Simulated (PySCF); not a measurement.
r2SCAN on F⁻ (fluorine, charge -1), [Ne], closed-shell 1S. Calculation: PySCF 2.14, in aug-cc-pVDZ-DK; scalar relativity by spin-free X2C-1e.

```
cycle= 1 E= -99.9045696279056  delta_E= -0.00283  |g|= 0.0853  |ddm|= 0.221
cycle= 2 E= -99.8945297321993  delta_E= 0.01  |g|= 0.191  |ddm|= 0.247
cycle= 3 E= -99.9071876937835  delta_E= -0.0127  |g|= 0.00445  |ddm|= 0.169
cycle= 4 E= -99.9071955039609  delta_E= -7.81e-06  |g|= 0.000279  |ddm|= 0.00431
cycle= 5 E= -99.9071955300887  delta_E= -2.61e-08  |g|= 2.99e-06  |ddm|= 0.000249
cycle= 6 E= -99.9071955300917  delta_E= -2.98e-12  |g|= 4.85e-08  |ddm|= 2.64e-06
converged SCF energy = -99.9071955300917  <S^2> = -3.5527137e-15  2S+1 = 1
```

Highest occupied orbital energy: 1.378 eV; ⟨L²⟩ = 0.00; populations by l: s 4.00, p 6.00, d 0.00.

Q: Can this result be used?

A: With care. Self-consistency was reached. At r2SCAN the highest occupied level has a positive energy, so only the finite basis holds that electron; in a semilocal or global hybrid functional this comes from self-interaction and does not mean that the real anion is unbound.
